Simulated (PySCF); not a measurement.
SMILES C[CH](C)[Be][SiH3] (C₃H₁₀BeSi), GFN2-xTB optimised geometry.

```
15

Be    -0.11    -0.47    -1.52
C     -0.94    -1.53    -2.63
C     -2.37    -1.80    -2.11
C     -0.21    -2.89    -2.72
H     -1.07    -1.21    -3.67
H     -2.88    -2.53    -2.75
H     -2.36    -2.19    -1.10
H     -2.96    -0.88    -2.12
H      0.78    -2.78    -3.16
H     -0.78    -3.59    -3.33
H     -0.09    -3.34    -1.74
Si     0.89     0.74     0.00
H      0.61     2.19     0.00
H      2.36     0.74     0.00
H      0.61     0.40     1.41
```

Density from PBE0/def2-TZVP (PySCF) at that geometry.

Minimum of the electron density along straight lines between bonded atoms, close to the bond critical point (lines longer than 1.1 times the sum of covalent radii, or with two minima, are not listed):

```
bond      length / Å  ρ at the minimum / e bohr⁻³  ∇²ρ there / e bohr⁻⁵  position (fraction from the first atom)
--------  ----------  ---------------------------  --------------------  ---------------------------------------
Be1–C2         1.744                        0.094                  0.26                                     0.33
C2–C3          1.542                        0.234                 -0.54                                     0.49
C2–C4          1.542                        0.234                 -0.54                                     0.49
C2–H5          1.099                        0.270                 -0.89                                     0.63
C3–H6          1.092                        0.276                 -0.94                                     0.64
C3–H7          1.090                        0.278                 -0.95                                     0.64
C3–H8          1.089                        0.278                 -0.95                                     0.64
C4–H9          1.089                        0.278                 -0.95                                     0.64
C4–H10         1.092                        0.276                 -0.94                                     0.64
C4–H11         1.090                        0.278                 -0.95                                     0.64
Be1–Si12       2.188                        0.071                 -0.01                                     0.30
Si12–H13       1.473                        0.118                  0.20                                     0.49
Si12–H14       1.473                        0.118                  0.19                                     0.49
Si12–H15       1.474                        0.118                  0.19                                     0.49
```
